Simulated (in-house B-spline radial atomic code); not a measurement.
Configurations of Pm6+, with energies counted from [Kr] 4d10 4f3 5s2 5p4. All numbers are computed (scalar-relativistic (X2C) HSE06, spin-polarised, spherical fractional occupations, exact exchange averaged over the configuration; Fermi nucleus of rms radius 4.962 fm) with an all-electron radial atomic-structure program (B-spline basis), not measured. Shells without spins written out take the highest spin.

Occupations are held fixed; configurations that lie above the ionisation limit could autoionise.

```csv
configuration,E - E(ref) (eV),highest orbital,its <r> (bohr)
[Kr] 4d10 4f2 5s2 5p5,-4.8178,4f up,0.8063
[Kr] 4d10 4f3 5s2 5p3 6s1,39.744,6s up,2.59
[Kr] 4d10 4f3 5s2 5p3 6d1,58.773,6d up,3.473
[Kr] 4d9 4f3 5s2 5p4 6d1,179.38,6d up,3.433
```

(1) Order these further configurations by energy, lowest first.
A. [Kr] 4d10 4f3 5s2 5p3 6p1
B. [Kr] 4d10 4f2 5s2 5p4 6s1
C. [Kr] 4d10 4f4 5s2 5p3
D. [Kr] 4d9 4f3 5s2 5p4 6s1
E. [Kr] 4d10 4f2 5s2 5p4 6d1

(2) Is the reference the lowest configuration at this level of theory?

Results:

(1) C (6.9608 eV), B (37.777 eV), A (47.674 eV), E (57.001 eV), D (160.09 eV).

(2) No: [Kr] 4d10 4f2 5s2 5p5 lies 4.818 eV lower with this functional.
